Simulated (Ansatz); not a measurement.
perfluoropentacene, `Fc1c(F)c(F)c2c(F)c3c(F)c4c(F)c5c(F)c(F)c(F)c(F)c5c(F)c4c(F)c3c(F)c2c1F`, 36 atoms. Hardware: 8 threads of Intel Xeon Platinum 8259CL on a shared host.

Single mean-field runs in def2-SVP, def2-TZVP are fitted with def2-universal-jkfit.

(1) How many basis functions does each of these Ansatz runs have, and roughly what does it cost? r2SCAN-D4/def2-SVP, charge 0 singlet, energy and forces, from earlier orbitals; PBE-D4/def2-SVP, charge 1 doublet, energy, from earlier orbitals; r2SCAN-D4/def2-SVP, charge 0 singlet, relaxation, 4 steps; PBE-D4/def2-SVP, charge 0 triplet at the geometry of the charge 0 singlet, energy, from earlier orbitals; PBE-D4/def2-TZVP, charge 0 singlet, energy, from earlier orbitals; BHLYP-D4/def2-SVP, charge 1 doublet at the geometry of the charge 0 singlet, energy, from earlier orbitals; PBE0-D4/def2-SVP, charge 0 triplet at the geometry of the charge 0 singlet, energy; PBE0-D4/def2-SVP, charge -1 doublet at the geometry of the charge 0 singlet, energy; HF/STO-3G, charge 0 singlet, energy; PBE-D4/def2-SVP, charge -1 doublet at the geometry of the charge 0 singlet, energy, from earlier orbitals; BHLYP-D4/def2-SVP, charge 0 singlet, energy, from earlier orbitals; PBE0-D4/def2-SVP, charge 1 doublet at the geometry of the charge 0 singlet, energy.

## Answers

(1) Other jobs shared the machine, so times can vary by a factor of up to 3.

```
                                                                                                       run  functions  fitting or Cholesky vectors  wall time  peak host memory (GiB)
                                                                       HF/STO-3G, charge 0 singlet, energy        180                         2684        8 s                     1.2
 PBE-D4/def2-SVP, charge -1 doublet at the geometry of the charge 0 singlet, energy, from earlier orbitals        504                         2728       20 s                     2.4
                                          PBE-D4/def2-SVP, charge 1 doublet, energy, from earlier orbitals        504                         2728       23 s                     2.4
                            r2SCAN-D4/def2-SVP, charge 0 singlet, energy and forces, from earlier orbitals        504                         2728       26 s                     2.4
  PBE-D4/def2-SVP, charge 0 triplet at the geometry of the charge 0 singlet, energy, from earlier orbitals        504                         2728       29 s                     2.4
                                        BHLYP-D4/def2-SVP, charge 0 singlet, energy, from earlier orbitals        504                         2728       42 s                     3.5
                                         PBE-D4/def2-TZVP, charge 0 singlet, energy, from earlier orbitals       1116                         2728       45 s                     9.8
                                                 r2SCAN-D4/def2-SVP, charge 0 singlet, relaxation, 4 steps        504                         2728       69 s                     2.3
                       PBE0-D4/def2-SVP, charge -1 doublet at the geometry of the charge 0 singlet, energy        504                         2728       89 s                     5.2
                        PBE0-D4/def2-SVP, charge 1 doublet at the geometry of the charge 0 singlet, energy        504                         2728       90 s                     5.2
                        PBE0-D4/def2-SVP, charge 0 triplet at the geometry of the charge 0 singlet, energy        504                         2728       95 s                     5.2
BHLYP-D4/def2-SVP, charge 1 doublet at the geometry of the charge 0 singlet, energy, from earlier orbitals        504                         2728    1.8 min                       5
```
